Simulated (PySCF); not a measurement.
**Relaxation of singlet AsH₃**

Computed with PBE0 in PySCF with As def2-TZVP, H def2-TZVP; no relativity; density-fitted integrals. A (50,194) grid was used.

A hand-made trigonal pyramidal start, of C3v symmetry, held to at least that symmetry:

```xyz
4
charge 0 multiplicity 1, angstrom
As    0.0000    0.0000   -0.0279
H     1.3509    0.0000    0.6905
H    -0.6755    1.1699    0.6904
H    -0.6755   -1.1699    0.6904
```

(1) What forces act on the atoms at the start (eV/Å)?

(2) What does it relax to?

(3) How much energy is released, and in how many steps?

Results:

(1) 
| atom | Fx | Fy | Fz |
| --- | --- | --- | --- |
| As1 | 0.00 | 0.00 | -0.85 |
| H2 | -0.44 | 0.00 | 0.28 |
| H3 | 0.22 | -0.38 | 0.28 |
| H4 | 0.22 | 0.38 | 0.28 |

(2) It ends at C3v with As–H 1.522 Å (×3); H–As–H 92.0° (×3). A frequency run shows a minimum. Other isomers or separated fragments may lie lower.

(3) 10.9 kJ/mol in 4 steps.
